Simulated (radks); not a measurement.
Values are calculated unless marked as measured or tabulated.
Question: Level of theory: scalar-relativistic Kohn-Sham, LDA (Slater exchange, VWN5 correlation), spin-polarised, spherical densities, finite nucleus; open shells are filled with parallel spins first (spin-orbit coupling, left out, can overturn this in heavy ions); Fermi nuclear charge, rms radius of each element as measured or else 0.836 A^(1/3) + 0.57 fm (a radial shooting solver on a logarithmic mesh with Libxc functionals). Response by self-consistent Sternheimer equations with the Hartree and adiabatic LDA kernel, the relativistic mass of each level held fixed and spin-orbit coupling left out. Estimate the static dipole polarisabilities of Ga2+ ([Ar] 3d10 4s1) and Se5+ ([Ar] 3d10 4s1) and the C6 coefficients of the three pairs.

Answer: alpha = 8.888 and 2.809 bohr^3; C6 = 27.38 (Ga2+-Ga2+), 11.03 (Ga2+-Se5+), 4.651 (Se5+-Se5+) hartree bohr^6.
